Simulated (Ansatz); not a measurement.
LaCl3 (the lowest singlet isomer of a short search), 4 atoms. Hardware: 4 threads of Arm Neoverse V2 on a shared host.

In the def2 sets La takes a core potential; there is no spin–orbit coupling. Correlated methods freeze 15 core orbitals; core or outer-core shells of La are correlated, in sets that lack core-valence functions.

How many basis functions does each of these Ansatz runs have, and roughly what does it cost? r2SCANh-D4/def2-TZVP, charge 0 quintet, energy, from earlier orbitals; MP2/def2-TZVP, charge 0 singlet, energy, from earlier orbitals; r2SCAN-D4/def2-TZVP, charge 0 triplet, energy, from earlier orbitals; RPA@PBE/def2-TZVP, charge 0 triplet, energy, from earlier orbitals; BLYP-D4/def2-TZVP, charge 0 singlet, energy, from earlier orbitals; PBE-D4/def2-TZVP, charge 0 unrestricted singlet, energy, from earlier orbitals; ωB97X-V/def2-TZVP, charge 0 triplet, energy, from earlier orbitals; r2SCAN-D4/def2-TZVP, charge 0 singlet, energy, from earlier orbitals; PBE0-D4/def2-SVP, charge 0 singlet, energy with a search over starts; ωB97M-V/def2-TZVP, charge 0 quintet, energy, from earlier orbitals; PBE0-D4/def2-TZVP, charge 0 triplet, energy, from earlier orbitals; CCSD(T)/def2-TZVPP, charge 0 singlet, energy, from earlier orbitals.

Other jobs shared the machine, so times can vary by a factor of up to 3. A dash marks memory too small to be measured apart from the calling script's.

| run | functions | fitting or Cholesky vectors | wall time | peak host memory (GiB) |
| --- | --- | --- | --- | --- |
| MP2/def2-TZVP, charge 0 singlet, energy, from earlier orbitals | 151 | 978 | 0.9 s | – |
| PBE0-D4/def2-SVP, charge 0 singlet, energy with a search over starts | 86 | 785 | 1.4 s | – |
| BLYP-D4/def2-TZVP, charge 0 singlet, energy, from earlier orbitals | 151 | 1086 | 1.4 s | – |
| PBE-D4/def2-TZVP, charge 0 unrestricted singlet, energy, from earlier orbitals | 151 | 1086 | 2.3 s | – |
| r2SCAN-D4/def2-TZVP, charge 0 singlet, energy, from earlier orbitals | 151 | 1086 | 3.4 s | – |
| RPA@PBE/def2-TZVP, charge 0 triplet, energy, from earlier orbitals | 151 | 978 | 6 s | – |
| PBE0-D4/def2-TZVP, charge 0 triplet, energy, from earlier orbitals | 151 | 1158 | 11 s | 0.76 |
| r2SCAN-D4/def2-TZVP, charge 0 triplet, energy, from earlier orbitals | 151 | 1086 | 23 s | – |
| r2SCANh-D4/def2-TZVP, charge 0 quintet, energy, from earlier orbitals | 151 | 1086 | 31 s | 0.87 |
| CCSD(T)/def2-TZVPP, charge 0 singlet, energy, from earlier orbitals | 182 | 1096 | 35 s | 1.8 |
| ωB97X-V/def2-TZVP, charge 0 triplet, energy, from earlier orbitals | 151 | 1112 | 40 s | 1 |
| ωB97M-V/def2-TZVP, charge 0 quintet, energy, from earlier orbitals | 151 | 1107 | 1.9 min | 1.1 |
